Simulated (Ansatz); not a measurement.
Which method gave which barrier?

Saddle point of CH3Br2 (charge -1), closed shell ([CH₃Br ([CH3][Br]) + Br]⁻ → [CH₃Br ([CH3][Br]) + Br]⁻; bonds formed: C2–Br3; bonds broken: Br1–C2), PBE0-D4/def2-TZVPD structure:

```tsv
atom	x (Å)	y (Å)	z (Å)
Br1	-1.8151	1.2539	1.0768
C2	-0.0008	0.0003	0.0003
Br3	1.8165	-1.2540	-1.0770
H4	0.7194	0.6529	0.4541
H5	-0.4072	0.2376	-0.9636
H6	-0.3129	-0.8908	0.5093
```

Ansatz 0.2.0; basis: def2-TZVPPD, with def2-QZVPPD for the basis limit; cores frozen in the correlated methods. Filled d shells of the heavier atoms are correlated. The def2 sets are not built for correlating such inner shells, so the correlated values are less sure here. Extrapolation: Hartree–Fock as exp(−7.88 √X), correlation as X^−2.97. Four methods, as single points on the PBE0-D4 structures, gave these electronic barriers from the start structure: 0.143, 0.249, 0.487, 0.610 eV.

Question: The methods were, in alphabetical order, BLYP-D4, CCSD(T), HF, r2SCAN-D4. Which gave which? (Judge from chemistry; the calculation decides.)

Answer: The calculation gives: BLYP-D4 0.143; r2SCAN-D4 0.249; CCSD(T) 0.487; HF 0.610 eV. For comparison, CCSD(T) at an estimated basis limit (MP2 extrapolated from triple and quadruple zeta, plus CCSD(T) − MP2 in triple zeta) gives 0.464 eV.

The T1 diagnostic stays at or below 0.014.

Labels in which every atom is bracketed show which atoms are joined, not bond orders.

For scale, one of the runs: CCSD(T)/def2-TZVPPD, 202 basis functions, launched by `ansatz run in.yaml --threads 4 --pin off --events-out ev --progress --plain --max-ram 9574MiB`. Hardware: 4 CPU threads of an Arm Neoverse V1, shared host. Wall time 110 s; peak host memory 2.6 GiB.
